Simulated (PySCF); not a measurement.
# Computed properties of BiH2Br, SMILES [Br][BiH2]

BiH₂Br, SMILES [Br][BiH2]. The structure is a stationary point at B3LYP-D3(BJ)/def2-TZVP. The def2 effective core potentials stand for the cores of Bi; spin–orbit coupling is left out. One conformer was computed; it need not be the lowest. All values are computed for the isolated molecule unless a solvent is named; none is compared with measurement here.

**Structure.** The optimised structure has Cs symmetry. All 6 harmonic modes at B3LYP-D3(BJ)/def2-TZVP (PySCF) are real, so it is a minimum.

**Vibrations.** The strongest infrared lines (harmonic, unscaled, degenerate partners summed) lie at 1795 cm⁻¹ (210 km/mol, H 100 %), 1789 cm⁻¹ (208 km/mol, H 100 %), 544 cm⁻¹ (38 km/mol, H 98 %). The softest mode is at 211 cm⁻¹ and the zero-point energy is 8.1 kcal/mol.

**Electronic structure.** r2SCAN/def2-TZVPD (PySCF) places the frontier levels at -6.77 and -2.71 eV, a gap of 4.06 eV, and gives a dipole moment of 3.26 D and a mean polarisability of 72.7 bohr³.

**Excitations.** TDA-ωB97X/def2-SVPD (PySCF) has S1 at 4.39 eV (282 nm, f = 0.029, weak); the most intense of the 10 singlets computed lies at 7.52 eV (f = 0.53). T1 (TDA) is at 3.81 eV, 0.58 eV under S1. No vertical singlet excitation falls in the visible range (under 3.1 eV).
